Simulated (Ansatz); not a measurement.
CH₇AlOSi, SMILES `[AlH2][O]C[SiH3]`, relaxed with RKS PBE0-D4/def2-TZVP in Ansatz from a PBE-D4/def2-SVP geometry. The force threshold is 0.005 eV/Å; the program also tests the step.

Charge 0, multiplicity 1.

Start:

```xyz
11

Al   -0.686   -0.032   -2.258
O    -0.740    0.494   -0.620
C    -0.657   -0.115    0.651
Si    1.075    0.194    1.405
H    -0.589   -1.598   -2.567
H    -0.757    1.137   -3.332
H    -1.431    0.316    1.327
H    -0.850   -1.216    0.619
H     1.189   -0.440    2.768
H     2.110   -0.410    0.491
H     1.335    1.670    1.517
```

(1) How much energy does the relaxation release, and in how many steps? (Estimate.)

(2) Which bonds change most? (An estimate is asked.)

(3) Give the relaxed structure. (An estimate is asked.)

Answers

(1) Ansatz gave: 4.38 kJ/mol, in 9 steps, 1 of them rejected.

(2) The calculation gave: Al1–O2 from 1.722 to 1.691 Å; C3–Si4 from 1.914 to 1.891 Å; C3–H8 from 1.118 to 1.100 Å; Si4–H9 from 1.508 to 1.489 Å.

(3) Ansatz gave: 
```xyz
11

Al   -0.716   -0.032   -2.230
O    -0.672    0.528   -0.635
C    -0.611   -0.112    0.617
Si    1.074    0.204    1.415
H    -0.753   -1.597   -2.477
H    -0.721    1.074   -3.352
H    -1.405    0.278    1.265
H    -0.782   -1.196    0.537
H     1.160   -0.484    2.733
H     2.138   -0.325    0.519
H     1.289    1.662    1.607
```
